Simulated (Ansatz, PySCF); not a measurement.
Gas-phase reaction (SMILES): CO[Si](N)(N)N + F (HF) → N[Si](N)(N)F + CO (CH4O); hydrogen fluoride cleaves one Si-O bond, a model of a ligand-exchange step.

Structures are relaxed separately at B3LYP-D3(BJ)/def2-TZVP in Ansatz (an electronic-structure program), one conformer each, not searched for the lowest. Correlated levels leave the core frozen unless marked. Spin-orbit coupling is left out. No relativistic terms. CBS marks a two-point X^-3 extrapolation of the correlation energy; Hartree-Fock from the larger set. The bracket is a focal-point correction in the basis named. Thermal terms are rigid-rotor harmonic-oscillator values from B3LYP-D3(BJ) frequencies (Ansatz or PySCF) at 298.15 K and 1 atm. 1 Eh = 627.5095 kcal/mol.

```csv
species,"E, RI-MP2/CBS(cc-pV(T+d)Z,cc-pV(Q+d)Z)+[CCSD(T)-MP2]/cc-pV(T+d)Z (Ansatz) (Eh)","E, wB97X-V/def2-TZVPD (Ansatz) (Eh)",H - E (Eh),G - E (Eh)
CO[Si](N)(N)N,-571.97813,-572.64595,0.13270,0.08811
F (HF),-100.39237,-100.45520,0.01259,-0.00713
N[Si](N)(N)F,-556.77385,-557.38767,0.09094,0.05192
CO (CH4O),-115.61425,-115.73216,0.05533,0.02827
```

### Question
Work out ΔE and ΔH, ΔG, ΔS and the equilibrium constant at 298.15 K at the first level, then ΔH at the second.

### Answer

1. ΔE = [(-556.77385) + (-115.61425)] - [(-571.97813) + (-100.39237)] = -0.01760 Eh = -11.0 kcal/mol at RI-MP2/CBS(cc-pV(T+d)Z,cc-pV(Q+d)Z)+[CCSD(T)-MP2]/cc-pV(T+d)Z.
2. The terms H - E add up to 0.00098 Eh, so ΔH = (-0.01760 + (0.00098))×627.5095 = -10.4 kcal/mol.
3. The terms G - E add up to -0.00079 Eh, so ΔG = -11.5 kcal/mol, and ΔS = (0.00098 - (-0.00079))×627509.5/298.15 = 3.7 cal/(mol K).
4. log10 K = -ΔG/(RT ln 10) = 8.4, with RT ln 10 = 1.3642 kcal/mol.
5. At wB97X-V/def2-TZVPD the same steps give ΔE = -11.7 and ΔH = -11.1 kcal/mol, a shift of -0.7 from the first level.
6. These values are not checked against measurement here, since the tables used lack a sound gas-phase enthalpy of formation for at least one species.
